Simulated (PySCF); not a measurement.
Si(Me)(OH)3 (CH6O3Si), SMILES C[Si](O)(O)O. Coordinates come from a PBE-D3(BJ)/def2-SVP optimisation. Other conformers were not sampled.

Computed equilibrium geometry at PBE-D3(BJ)/def2-SVP (PySCF confirms it by a frequency run) as bond lengths and angles, and its point group (one conformer of several):
point group C3.
Atoms: C1 Si2 O3 O4 O5 H6 H7 H8 H9 H10 H11. Bonded distances (Å): C1–Si2 1.858, C1–H6 1.108, C1–H7 1.108, C1–H8 1.108, Si2–O3 1.681, Si2–O4 1.681, Si2–O5 1.681, O3–H9 0.973, O4–H10 0.973, O5–H11 0.973. Bond angles (°): Si2–C1–H6 110.7, Si2–C1–H7 110.7, Si2–C1–H8 110.7, H6–C1–H7 108.3, H6–C1–H8 108.3, H7–C1–H8 108.3, C1–Si2–O3 110.2, C1–Si2–O4 110.2, C1–Si2–O5 110.2, O3–Si2–O4 108.8, O3–Si2–O5 108.8, O4–Si2–O5 108.8, Si2–O3–H9 112.4, Si2–O4–H10 112.4, Si2–O5–H11 112.4.
Charge 0, spin multiplicity 1.
